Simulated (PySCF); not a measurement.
Compound: bromochlorodifluoromethane, CBrClF2.
SMILES with atom numbers: `[F:1][C:2]([F:3])([Cl:4])[Br:5]`

Method: PBE0-D3(BJ)/def2-SVP geometry optimisation, gas phase in PySCF; density fitting, grid level 1; the optimiser is geomeTRIC in internal coordinates, started from an MMFF94s structure.

Step 1: E = -89003.2937 eV
```
atom  x, y, z in Å  |  force x, y, z in eV/Å
F1      0.3598    0.7849   -0.9911    0.034  -0.043  -0.939
C2     -0.0589   -0.0942   -0.0837    0.726   1.791  -0.501
F3     -0.3845   -1.1922   -0.7138   -0.149  -0.350   0.534
Cl4    -1.3859    0.7245    0.7074   -0.686  -0.590   0.419
Br5     1.4695   -0.2230    1.0813    0.074  -0.807   0.487
```

Step 2: E = -89003.4487 eV
```
atom  x, y, z in Å  |  force x, y, z in eV/Å
F1      0.3637    0.7961   -1.0459   -0.172  -0.336  -0.054
C2     -0.0439   -0.0567   -0.0990    0.517   1.300  -0.351
F3     -0.3806   -1.1804   -0.6776   -0.066  -0.302   0.164
Cl4    -1.3996    0.6961    0.7230   -0.278  -0.267   0.106
Br5     1.4603   -0.2552    1.0996   -0.001  -0.395   0.136
```

Problem. Estimate the geometry and energy of step 3. (The exact step hangs on the optimiser's Hessian estimate; all steps are aligned on step 2, rigid shifts and turns removed.)

Solution. E = -89003.4942 eV, largest force 0.452 eV/Å
```
atom  x, y, z in Å  |  force x, y, z in eV/Å
F1      0.3562    0.7967   -1.0748   -0.039  -0.051   0.140
C2     -0.0305   -0.0191   -0.1012    0.135   0.368  -0.224
F3     -0.3675   -1.1671   -0.6450   -0.077  -0.287  -0.037
Cl4    -1.4197    0.6803    0.7197   -0.005  -0.010   0.064
Br5     1.4615   -0.2909    1.1013   -0.014  -0.019   0.057
```

The energy changes by -0.0455 eV. The first-order estimate −F·Δx gives -0.0834 eV and the mean of the old and new forces, exact on a quadratic surface, -0.0453 eV. The step makes an angle of 48° with the force vector and moves no atom by more than 0.040 Å.

The cost below is that of the whole optimisation. The run took 18 s on Arm Neoverse V2, one thread, shared host with 32 logical CPUs at a one-minute load of 25, and the process peaked at 0.36 GiB of memory.
